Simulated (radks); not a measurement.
Values are calculated unless marked as measured or tabulated.
Isoelectronic series with 1 electrons, each ion in its NIST ground configuration. Level of theory: scalar-relativistic Kohn-Sham, PBEsol, spin-polarised, spherical densities, point nucleus; open shells are filled with parallel spins first (spin-orbit coupling, left out, can overturn this in heavy ions) (a radial shooting solver on a logarithmic mesh with Libxc functionals). Total energies (hartree) and orbital eigenvalues (Ry) (* marks an orbital that is empty in some or all of the ions):

ion,configuration,E (hartree),2p up*,2s up*,1s up
Fe25+,1s1,-340.59268,-161.2028,-163.2459,-669.2080
Cu28+,1s1,-424.75209,-201.9107,-204.6550,-836.0970
Ge31+,1s1,-518.55340,-247.2890,-250.9578,-1022.255
Br34+,1s1,-622.14620,-297.3758,-302.2472,-1227.978
Sr37+,1s1,-735.69929,-352.2131,-358.6284,-1453.602
Nb40+,1s1,-859.40217,-411.8471,-420.2196,-1699.504
Ru43+,1s1,-993.46683,-476.3280,-487.1533,-1966.106
Ag46+,1s1,-1138.12970,-545.7103,-559.5778,-2253.877
Sn49+,1s1,-1293.65405,-620.0527,-637.6583,-2563.343
I52+,1s1,-1460.33276,-699.4182,-721.5790,-2895.084
Ba55+,1s1,-1638.4915,-783.8746,-811.5454,-3249.750
Pr58+,1s1,-1828.4926,-873.4941,-907.7863,-3628.061
Sm61+,1s1,-2030.7395,-968.3538,-1010.557,-4030.820
Tb64+,1s1,-2245.6819,-1068.536,-1120.144,-4458.922
Er67+,1s1,-2473.8224,-1174.127,-1236.866,-4913.367
Lu70+,1s1,-2715.7239,-1285.221,-1361.083,-5395.275
W73+,1s1,-2972.0189,-1401.914,-1493.200,-5905.905
Ir76+,1s1,-3243.4203,-1524.311,-1633.674,-6446.676
